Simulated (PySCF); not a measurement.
CH$_{6}$ClNSi (SMILES CN[SiH2]Cl), singlet, at a GFN2-xTB geometry; PySCF with PBE0/6-31G, TDA.

Input for PySCF:
```python
from pyscf import gto, scf, dft, tdscf

mol = gto.M(
    atom='''
Si    0.246306   -0.598643   -0.250509
Cl    1.689676    0.538723    0.574088
N    -1.188377    0.313626   -0.060902
C    -2.483069   -0.105519   -0.540941
H     0.488070   -0.755891   -1.682176
H     0.281350   -1.899613    0.426153
H    -1.259974    0.964214    0.707673
H    -3.086254    0.764884   -0.804305
H    -2.348372   -0.717646   -1.429317
H    -3.030532   -0.695513    0.201564
''',
    basis='6-31g',
    charge=0,
    spin=0,
    verbose=4,
)

mf = dft.RKS(mol)
mf.xc = 'pbe0'
mf.kernel()
td = mf.TDA()
td.nstates = 15
td.kernel()
td.analyze()
```

The log (banner, timings and long lists left out):

```
PySCF version 2.14.0

[INPUT] verbose = 4
[INPUT] num. atoms = 10
[INPUT] num. electrons = 50
[INPUT] charge = 0
[INPUT] spin (= nelec alpha-beta = 2S) = 0
[INPUT] symmetry False subgroup None
[INPUT] Mole.unit = angstrom
[INPUT] Symbol           X                Y                Z      unit          X                Y                Z       unit  Magmom
[...]
nuclear repulsion = 219.782363340743
number of shells = 36
number of NR pGTOs = 160
number of NR cGTOs = 56
basis = 6-31g
ecp = {}

******** <class 'pyscf.dft.rks.RKS'> ********
method = RKS
initial guess = minao
damping factor = 0
level_shift factor = 0
DIIS = <class 'pyscf.scf.diis.CDIIS'>
diis_start_cycle = 1
diis_space = 8
diis_damp = 0
SCF conv_tol = 1e-09
SCF conv_tol_grad = None
SCF max_cycles = 50
direct_scf = True
direct_scf_tol = 1e-13
XC library pyscf.dft.libxc version 7.1.2
    S. Lehtola, C. Steigemann, M. J. T. Oliveira, and M. A. L. Marques,  SoftwareX 7, 1–5 (2018)
XC functionals = pbe0
    C. Adamo and V. Barone,  J. Chem. Phys. 110, 6158 (1999)
    M. Ernzerhof and G. E. Scuseria,  J. Chem. Phys. 110, 5029 (1999)
radial grids:
    Treutler-Ahlrichs [JCP 102, 346 (1995); DOI:10.1063/1.469408] (M4) radial grids

becke partition: Becke, JCP 88, 2547 (1988); DOI:10.1063/1.454033
pruning grids: <function nwchem_prune>
grids dens level: 3
symmetrized grids: False
atomic radii adjust function: <function treutler_atomic_radii_adjust>
small_rho_cutoff = 0
Set gradient conv threshold to 3.16228e-05
Initial guess from minao.
tot grids = 124928
init E= -846.035175901558
[...]
cycle= 1 E= -845.644186492553  delta_E= 0.391  |g|= 0.396  |ddm|= 2.81
[...]
cycle= 2 E= -845.628111754719  delta_E= 0.0161  |g|= 0.492  |ddm|=  1.1
[...]
cycle= 3 E= -845.687957539119  delta_E= -0.0598  |g|= 0.0559  |ddm|= 0.597
[...]
cycle= 4 E= -845.688746676382  delta_E= -0.000789  |g|= 0.0142  |ddm|= 0.0889
[...]
cycle= 5 E= -845.688803589924  delta_E= -5.69e-05  |g|= 0.00182  |ddm|= 0.0199
[...]
cycle= 6 E= -845.688804784339  delta_E= -1.19e-06  |g|= 0.00037  |ddm|= 0.00366
[...]
cycle= 7 E= -845.688804824277  delta_E= -3.99e-08  |g|= 0.000125  |ddm|= 0.000623
[...]
cycle= 8 E= -845.688804828786  delta_E= -4.51e-09  |g|= 2.51e-05  |ddm|= 0.000178
[...]
cycle= 9 E= -845.688804828995  delta_E= -2.09e-10  |g|= 2.84e-06  |ddm|= 4.28e-05
[...]
Extra cycle  E= -845.688804828995  delta_E= 2.27e-13  |g|= 2.66e-06  |ddm|= 9.71e-06
converged SCF energy = -845.688804828995

[...]
Excited State   2:      6.70728 eV    184.85 nm  f=0.0131
Excited State   3:      7.64251 eV    162.23 nm  f=0.0058
Excited State   4:      8.00083 eV    154.96 nm  f=0.0162
Excited State   5:      8.19211 eV    151.35 nm  f=0.0116
Excited State   6:      8.68942 eV    142.68 nm  f=0.0357
Excited State   7:      8.89071 eV    139.45 nm  f=0.0006
Excited State   8:      9.12464 eV    135.88 nm  f=0.0386
Excited State   9:      9.24865 eV    134.06 nm  f=0.0208
Excited State  10:      9.47152 eV    130.90 nm  f=0.1672
Excited State  11:      9.65293 eV    128.44 nm  f=0.0153
Excited State  12:      9.93409 eV    124.81 nm  f=0.0086
Excited State  13:      9.94575 eV    124.66 nm  f=0.0200
Excited State  14:     10.28858 eV    120.51 nm  f=0.3248
Excited State  15:     10.31010 eV    120.26 nm  f=0.1281
[...]
  7        -0.0344     -0.0381      0.0033      0.0026      0.0006
  8        -0.2548     -0.1073      0.3100      0.1725      0.0386
  9        -0.2803      0.0673     -0.0945      0.0920      0.0208
 10         0.7771     -0.3414      0.0093      0.7206      0.1672
 11        -0.2481     -0.0025      0.0554      0.0646      0.0153
 12         0.0076     -0.1739     -0.0700      0.0352      0.0086
 13        -0.1482     -0.1300      0.2078      0.0820      0.0200
 14         1.0748      0.2404      0.2750      1.2887      0.3248
 15        -0.6127     -0.2748     -0.2371      0.5071      0.1281

** Transition velocity dipole moments (imaginary part, AU) **
state          X           Y           Z        Dip. S.      Osc.
  1         0.0201     -0.0086      0.0328      0.0016      0.0050
  2         0.0151     -0.0755      0.0597      0.0095      0.0257
  3         0.0048      0.0406     -0.0589      0.0051      0.0122
  4        -0.0282      0.0609      0.0240      0.0051      0.0115
  5         0.0434     -0.0344     -0.0232      0.0036      0.0080
  6         0.0174      0.0704     -0.0466      0.0074      0.0155
  7         0.0042     -0.0042     -0.0016      0.0000      0.0001
  8        -0.0738     -0.0639      0.1013      0.0198      0.0393
  9        -0.0600     -0.0501     -0.0329      0.0072      0.0141
 10         0.1841     -0.0853     -0.0221      0.0417      0.0798
 11        -0.0740     -0.0325     -0.0029      0.0065      0.0123
 12        -0.0274     -0.0600     -0.0050      0.0044      0.0080
 13        -0.0463     -0.0329      0.0779      0.0093      0.0170
 14         0.3421      0.0530      0.0642      0.1240      0.2186
 15        -0.1629     -0.0552     -0.0634      0.0336      0.0591

** Transition magnetic dipole moments (imaginary part, AU) **
state          X           Y           Z
  1         0.0603     -0.0975     -0.0774
  2        -0.6456     -0.2076     -0.1508
  3         0.2774     -0.7127     -0.3353
  4         0.0168      0.2092     -0.3259
  5         0.0174     -0.2729     -0.4476
  6        -0.2523     -0.0299      0.2146
  7        -0.6667     -0.2376     -0.2397
  8         0.2911     -0.6656     -0.5682
  9        -0.1695     -0.2119     -0.0083
 10         0.1071     -0.0425      0.4500
 11         0.3461      0.1031     -0.3628
 12        -0.1404      0.0273     -0.3785
 13         0.3678     -1.0437     -0.2484
 14         0.0421      0.5903     -1.2157
 15        -0.3309     -0.4591      0.6097
```
